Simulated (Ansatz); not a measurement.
Z-matrix (Å, degrees):
```
C
B 1 1.562
H 1 1.096 2 110.4
H 1 1.098 2 108.6 3 -114.3
H 1 1.091 2 116.2 3 123.8
C 2 1.549 1 124.3 3 -128.1
C 2 1.578 1 117.5 3 50.7
C 6 1.336 2 123.4 1 -1.3
H 6 1.090 2 119.7 1 -179.0
N 7 1.275 2 124.8 1 -144.1
H 7 1.098 2 120.0 1 29.9
H 8 1.086 6 122.5 2 -178.1
H 8 1.086 6 121.5 2 1.6
H 10 1.025 7 110.2 2 -5.6
```

Total charge 0; spin multiplicity 1.

(1) List the PBE/def2-TZVPP orbital energies in eV (the Gaussian-basis code of Ansatz). (An estimate is asked.)

## Answers

(1) Ansatz gave: Occupied: -380.35, -269.58, -269.49, -268.90, -268.40, -176.85, -22.32, -19.25, -17.39, -14.94, -14.54, -12.19, -11.83, -10.56, -10.00, -9.75, -9.38, -8.88, -8.25, -7.62, -7.36, -5.65. Lowest empty: -3.21, -1.26, 0.33, 0.63, 0.75, 1.30, 1.71, 2.17.
